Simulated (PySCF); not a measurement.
A structure optimised at PBE0-D3(BJ)/def2-SVP (Å):
```
F 
Si  1  1.6299
C   2  1.8611  1  106.87
C   3  1.3454  2  121.44  1     0.44
Si  4  1.8749  3  124.15  2   179.85
H   2  1.4906  1  108.08  3  -120.62
H   2  1.4907  1  108.24  3   120.65
H   3  1.1004  2  119.19  1  -179.59
H   4  1.0998  3  117.52  2     0.07
H   5  1.4949  4  108.61  3     2.47
H   5  1.4953  4  110.69  3   122.90
H   5  1.4956  4  110.61  3  -117.66
```
Z-matrix in Å and degrees, rows numbered from 1.

Charge 0, singlet.

Problem. Which heavy atoms are bonded, and with what formal order?

Solution. F1–Si2 (single); Si2–C3 (single); C3–C4 (double); C4–Si5 (single). Hydrogens: H6, H7 on Si2; H8 on C3; H9 on C4; H10, H11, H12 on Si5.

Problem. Give the structure as a SMILES string.

Solution. `F[SiH2]/C=C/[SiH3]`, C2H7FSi2. Among its features: C=C double bond, Si–H bond and C–Si bond.

Problem. Classify the heavy atoms.

Solution. F1: silicon-bound fluorine; Si2: fluorine-bound silicon; C3: alkene CH carbon; C4: alkene CH carbon; Si5: SiH3 silicon.

Problem. What is the arrangement about Si5?

Solution. It has 4 neighbours (C4, H10, H11, H12) and is tetrahedral (angles from 107.8° to 110.7°).

Problem. What is the arrangement about C4?

Solution. It has 3 neighbours (C3, Si5, H9) and is planar (angles 124.2°, 118.3° and 117.5°, sum 360.0°, 0.00 Å off the plane of its three neighbours).

The numbers are calculated, not measured.
